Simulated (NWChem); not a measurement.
Correlation energy of 1,1,1-trifluoroethane (C$_{2}$H$_{3}$F$_{3}$)

```xyz
8

C     -1.4629    -0.1194     0.0000
C      0.0309     0.0025     0.0000
F      0.4707     0.6625     1.0773
F      0.4707     0.6625    -1.0773
F      0.6225    -1.1972     0.0000
H     -1.7858    -0.6647     0.8958
H     -1.7858    -0.6647    -0.8958
H     -1.9121     0.8817     0.0000
```
Charge 0, spin multiplicity 1.

The numbers come from NWChem runs, not from measurements. The geometry was optimised at PBE0/def2-SVP, a minimum by its harmonic frequencies.

Basis set: cc-pVDZ. Each correlation energy counts from its own Hartree-Fock reference.

| method | correlation energy (mHa) | difference from CCSD(T) |
|---|---|---|
| RI-MP2 | -830.8 | +45.1 |
| MP2 | -830.7 | +45.2 |
| SCS-MP2 | -805.9 | +70.0 |
| CCSD | -857.8 | +18.0 |
| CCSD+T(CCSD) | -877.5 | -1.6 |
| CCSD(T) | -875.9 | 0.0 |
| CR-CCSD[T] | -872.5 | +3.3 |
| CR-CCSD(T) | -871.4 | +4.5 |

The values span 71.6 mHa, from CCSD+T(CCSD) (lowest) to SCS-MP2 (highest). 

The correlated methods keep 5 core orbitals frozen. No row is a measurement; the coupled-cluster row has its own basis-set and correlation limits.
